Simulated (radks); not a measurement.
Excited configurations of K II: one electron is placed in a higher orbital outside [Ne] 3s2 3p5. The ground configuration is [Ar]. Calculated with a radial shooting solver on a logarithmic mesh with Libxc functionals: scalar-relativistic Kohn-Sham, SCAN, spin-polarised, spherical densities, finite nucleus; open shells are filled with parallel spins first; meta-GGA in the generalised Kohn-Sham scheme; Fermi nuclear charge, rms radius 3.4349 fm. Excitation = E - E(ground); binding = E(ion) - E, where the ion is the core of charge +2; n* = 2/sqrt(2 binding) in atomic units, and the quantum defect is n - n*.

outer orbital,excitation (eV),binding (eV),n*,quantum defect
3d,21.974,10.151,2.315,0.685
5p,27.758,4.367,3.530,1.470
6d,30.131,1.994,5.225,0.775

The Delta-SCF ionisation energy is 32.125 eV (NIST Atomic Spectra Database: 31.625 eV, measured). Self-interaction in the functional shifts the binding energies and quantum defects, so they are the method's values and not measured ones. Open shells are spherical and high-spin; term and fine-structure splittings are not resolved.
